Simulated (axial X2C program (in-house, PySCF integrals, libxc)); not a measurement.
# Which molecule has these constants?

Computed with an axial X2C code built on PySCF integrals, spin-free (one-electron X2C) or two-component (2c: spin–orbit coupling with atomic mean-field Coulomb and Gaunt terms, which also bring small scalar terms), in Dyall basis sets with cores contracted in-house; open shells are unrestricted.

A two-component PBE0 calculation in a Dyall 3-zeta basis gave Re = 2.071 Å, ωe = 638.2 cm⁻¹, Ω = 0.

**Question.** Which molecule is it?
A. ScSe⁺
B. ScO⁺
C. ScS⁺

**Answer.** C. The others have ScSe⁺ 2.205 Å and 473.9 cm⁻¹ (Ω = 0); ScO⁺ 1.598 Å and 1098.2 cm⁻¹ (Ω = 0).

Each entry is the lowest single determinant of a limited PBE0 search at one distance. De goes to single-determinant-based atoms at the same level (for ions the charge split of lowest energy) and is withheld (n/a) where an atom does not fit its ground term or J level. Main or longest-lived isotopes. The functionals have no current term, which raises determinants with orbital currents.
